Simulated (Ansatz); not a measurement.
tin atom (Sn), triplet (core potentials on Sn). Base run: HF/def2-TZVP in Ansatz (a quantum-chemistry and plane-wave program).

Geometry (Å):
```xyz
1

Sn     0.0000     0.0000     0.0000
```
Charge 0, spin multiplicity 3.
Orbitals are unrestricted.
All else is at Ansatz's defaults.

Variants of this job, named by their change:

| change | basis functions | E (Eh) |
|---|---|---|
| base | 50 | -213.33992 |
| basis = Sapporo-DKH3-DZP-2012; relativity = spin-free X2C | 52 | -6173.50872 |
| basis = x2c-TZVPall; relativity = spin-free X2C; nucleus = Gaussian | 60 | -6173.74854 |
| basis = x2c-SVPall; relativity = spin-free X2C; nucleus = Gaussian | 36 | -6173.08780 |
| basis = x2c-TZVPall; relativity = spin-free X2C | 60 | -6173.89033 |
| basis = Sapporo-DKH3-DZP-2012; relativity = none | 52 | -5857.90984 |
| basis = Sapporo-DKH3-DZP-2012; relativity = spin-free X2C; nucleus = Gaussian | 52 | -6173.35985 |
| basis = x2c-SVPall; relativity = none | 36 | -5888.78710 |
| basis = x2c-TZVPall; relativity = none | 60 | -5904.53092 |
| basis = x2c-SVPall; relativity = spin-free X2C | 36 | -6173.21352 |

Absolute energies of different levels of theory aren't comparable as measures of quality.

Ansatz warned in this series: the basis is contracted for relativity, which the run leaves out.

Basis sets contracted for a relativistic Hamiltonian are a mismatch without it, so the rows without relativity aren't non-relativistic limits. No row has spin-orbit coupling; sets with core potentials leave out the core electrons.
